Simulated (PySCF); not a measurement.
# Shapes and spin states of Ag₃

All numbers come from B3LYP in PySCF with Ag def2-TZVP with ECP28; scalar-relativistic core potentials, no spin–orbit coupling; density-fitted integrals.

Relaxations began from a few typed shapes and spin states; open shells are unrestricted. The search is not exhaustive: other isomers or separated fragments can lie lower, and high-lying points may rest on an excited occupation.

Question: Which is the lowest minimum found?
A. quartet D3h: Ag–Ag 3.187 Å (×3); Ag–Ag–Ag 60.0° (×3)
B. quartet D∞h: Ag–Ag 3.418 Å (×2); Ag–Ag–Ag 180.0°
C. doublet C2v: Ag–Ag 2.672 Å (×2); Ag–Ag–Ag 131.7°

Answer: C. The others lie at 204.1 (quartet D3h), 210.8 (quartet D∞h) kJ/mol above it.

For the lowest minimum: with open d or f shells other occupations or spin states may lie lower.
